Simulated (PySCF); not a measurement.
A species of formula C3H8FNSi has this rotational fingerprint, computed with PBE0-D3(BJ)/def2-SVP geometry optimisation, gas phase in PySCF 2.14.0:

```
Rotational constants : A = 5649, B = 1432, C = 1330 MHz
Dipole components    : |μa| = 1.73 D, |μb| = 1.04 D, |μc| = 0.75 D
Inertial defect      : -62.32 u·Å²
κ                    : -0.95
```

**Question.** Which candidate fits, each taken in the one conformer that was computed?
A. `[F:1][CH2:2][CH2:3]/[CH:4]=[N:5]\[SiH3:6]` with F1–C2–C3–C4 -62°, C2–C3–C4–N5 -131°
B. `[CH2:1]=[C:2]([CH2:3][F:4])[SiH2:5][NH2:6]` with C1–C2–C3–F4 -1°, C1–C2–Si5–N6 -80°, C2–Si5–N6–H -40° and 178°
C. `[F:1][Si@H:2]1[CH2:3][CH2:4][CH2:5][NH:6]1` with F1–Si2–C3–C4 93°, Si2–C3–C4–C5 38°, C3–C4–C5–N6 -38°, C4–C5–N6–Si2 18°

**Answer.** B. It is C=C(CF)[SiH2]N, a near-prolate asymmetric top, point group C1. The candidates at the same level (rigid rotor, commonest isotopes):

```tsv
SMILES	A (MHz)	B (MHz)	C (MHz)	μa (D)	μb (D)	μc (D)	Δ (u·Å²)	point group	rotor
FCC/C=N\[SiH3]	9342	1072	1011	0.63	2.15	0.31	-26.00	C1	near-prolate asymmetric top
C=C(CF)[SiH2]N	5649	1432	1330	1.73	1.04	0.75	-62.32	C1	near-prolate asymmetric top
F[Si@H]1CCCN1	4829	2430	1992	2.02	0.49	0.80	-59.00	C1	asymmetric top
```

`FCC/C=N\[SiH3]` has A 65 % too high; `F[Si@H]1CCCN1` has B 70 % too high. No structure here is proved a minimum.
